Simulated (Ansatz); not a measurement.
Consider the ligand exchange at the Al–F bond: `[F][Al]([F])[Cl]` + `C[SeH]` → `C[Se][Al]([F])[Cl]` + H–F.

Computed with Ansatz on PBE0-D4/def2-TZVP structures; ΔE is electronic, products minus reactants. CBS: MP2 limit from def2 TZ/QZ plus the TZ coupled-cluster correction, frozen cores. This one scheme is used for every species. DFT in def2-TZVPP. B3LYP here is the variant with VWN-RPA as its local correlation; programs differ in this. For Se outer-core shells are correlated without core-valence functions, which leaves a few kJ/mol of doubt a bond. Scalar relativity is left out up to krypton. One conformer a species, not always the lowest.

Question: Is it downhill or uphill in electronic energy at CCSD(T)/CBS, and by how much? (Best estimate.)

Answer: The calculation gave: Uphill: ΔE = +0.58 eV.

Question: What do these levels give: LDA (SPW92), PBE-D4, r2SCAN-D4, r2SCAN0-D4, PBE-QIDH, PBE, B3LYP, CAM-B3LYP, HF/def2-TZVPP, MP2/def2-TZVPP, CCSD(T)/def2-TZVPP, CCSD/CBS(def2)? (Best estimate.)

Answer: Computed: LDA (SPW92) 0.52, PBE-D4 0.51, r2SCAN-D4 0.63, r2SCAN0-D4 0.60, PBE-QIDH 0.57, PBE 0.57, B3LYP 0.74, CAM-B3LYP 0.78, HF/def2-TZVPP 0.79, MP2/def2-TZVPP 0.59, CCSD(T)/def2-TZVPP 0.63, CCSD/CBS(def2) 0.62 eV.

Largest T1 diagnostic among the species: 0.012.

In def2-TZVPP, CCSD(T) changes the Hartree–Fock value by −0.16 eV (the triples alone add −0.04 eV) and MP2 by −0.20 eV. Leaving LDA and LC-ωPBE aside and taking each functional with its dispersion term where it has one, the values, not all of them listed here, spread over 0.22 eV, from HSE06-D4 to B97M-V. LDA lies −0.05 eV from PBE without D4.
